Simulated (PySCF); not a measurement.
EPR parameters of C6H7O3

C6H7O3 (doublet state).
Z-matrix (Å and degrees, GFN2-xTB geometry), rows numbered from 1:
```
C 
O   1  1.4143
C   2  1.3797  1  114.76
O   3  1.4445  2  110.76  1   -75.92
C   4  1.3356  3  107.84  2  -116.29
C   5  1.3702  4  113.53  3    -2.59
C   6  1.3985  5  107.67  4     0.11
C   7  1.4251  3  123.92  2   -65.40
O   8  1.2180  7  125.46  3    -5.22
H   1  1.0939  2  111.11  3    61.44
H   1  1.0950  2  110.70  3   -60.48
H   1  1.0874  2  105.74  3  -179.32
H   3  1.1064  2  110.86  1    42.35
H   5  1.0747  4  116.28  3   178.30
H   6  1.0716  5  126.13  4  -179.13
H   8  1.1069  7  113.47  3   175.78
```

The hyperfine couplings belong to this conformer and change with its torsions.

As a line formula: `CO[C@@H]1OC=C[C]1C=O` [radical].

Theory: UKS B3LYP, pcH-1 on C H O, non-relativistic, mean-field spin-orbit, GIAO (PySCF). One conformer (not necessarily the lowest) at the GFN2-xTB geometry, without solvent, vibrations or thermal averaging. A GFN2-xTB geometry isn't a minimum of the functional, and hyperfine couplings can be far from their values at a DFT geometry. No stability test was run, so a lower SCF solution isn't excluded.

```json
{"g1, g2, g3": "2.00202, 2.00453, 2.00653", "g_iso": "2.00436", "Form of g": "rhombic: the two nearest values differ by 44 % of g3 − g1", "⟨S²⟩": "0.7680 (exact 0.7500)", "α and β electrons": "34, 33", "HOMO–LUMO gap, α and β orbitals": "4.82, 3.64 eV", "Total energy": "-458.47517 Eh"}
```

Hyperfine couplings atom by atom, in mT; T1 to T3 are the principal values of the dipolar part; ρ(0) is the spin density at the nucleus (MHz turned into mT with g_iso):

```tsv
atom	isotope	a_iso	T1	T2	T3	Mulliken spin population	ρ(0) (bohr⁻³)
C1	13C	-0.03	-0.02	-0.02	0.05	0.00	-0.0007
O2	17O	-1.21	-0.26	0.12	0.14	0.02	0.0560
C3	13C	-0.63	-0.06	0.02	0.04	-0.03	-0.0157
O4	17O	-0.49	-1.42	0.68	0.74	0.09	0.0227
C5	13C	1.19	-1.26	-1.21	2.47	0.40	0.0298
C6	13C	-1.00	-0.39	0.17	0.22	-0.12	-0.0250
C7	13C	1.37	-1.37	-1.31	2.68	0.47	0.0342
C8	13C	-0.87	-0.19	0.02	0.17	-0.05	-0.0217
O9	17O	-0.53	-2.41	1.20	1.21	0.22	0.0248
H10	1H	-0.01	-0.05	-0.03	0.08	0.00	-0.0001
H11	1H	-0.01	-0.04	-0.03	0.07	0.00	-0.0001
H12	1H	0.01	-0.03	-0.02	0.06	0.00	0.0001
H13	1H	2.10	-0.09	-0.02	0.11	0.03	0.0132
H14	1H	-1.09	-0.61	-0.05	0.66	-0.02	-0.0068
H15	1H	0.13	-0.13	0.01	0.12	0.00	0.0008
H16	1H	-0.08	-0.13	-0.07	0.20	0.00	-0.0005
```

The largest Mulliken spin populations are on C7 (+0.47), C5 (+0.40), O9 (+0.22) and C6 (-0.12). Three atoms exceed +0.15.

C7, the radical centre as drawn in `CO[C@@H]1OC=C[C]1C=O`, holds a spin population of +0.47 out of 1.

Axes: g2 points within 4° of the C3–C7 bond and g3 points within 13° of the C5–H14 bond.

Under fast tumbling the dipolar parts average out, and these isotropic splittings remain: 1 × 1H (H13, I = 1/2, 2 lines) with 2.10 mT, 1 × 1H (H14, I = 1/2, 2 lines) with 1.09 mT, 1 × 1H (H15, I = 1/2, 2 lines) with 0.13 mT and 1 × 1H (H16, I = 1/2, 2 lines) with 0.08 mT.

The 17O coupling of O2 (-33.9 MHz) shows only in satellite lines or after enrichment, since that isotope makes up about 0.038 % of natural oxygen.

The 13C coupling of C7 (38.4 MHz) shows only in satellite lines or after enrichment, since that isotope makes up about 1.07 % of natural carbon.

The spin density at the nucleus, in bohr⁻³, is negative for C6 (-0.0250), C8 (-0.0217) and C3 (-0.0157), for instance. A restricted open-shell determinant has no negative spin density anywhere; here it arises because α and β orbitals differ (spin polarisation).

The run took 95 s of wall time (with the writing of density and orbital grids) on an Arm Neoverse V1 with one thread, shared host with 64 logical CPUs at a one-minute load of 146, and the process peaked at 1.0 GiB of memory.
